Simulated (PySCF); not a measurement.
Harmonic spectrum computed at PBE0 in the def2-TZVP basis family (core potentials from Rb on, PySCF, no spin–orbit coupling):

```tsv
ω (cm⁻¹)	IR (km/mol)
755	28.6
857	0.6
2319	29.3
```

Question: Which molecule gave it? In each, all ligands are bound to the one heavy central atom.
A. HSbO (singlet)
B. HInO (singlet)
C. HBrO (singlet)
D. HIO (singlet)
E. HPO (singlet)

Answer: C. It has Cs symmetry with Br–H 1.465 Å, Br–O 1.691 Å.
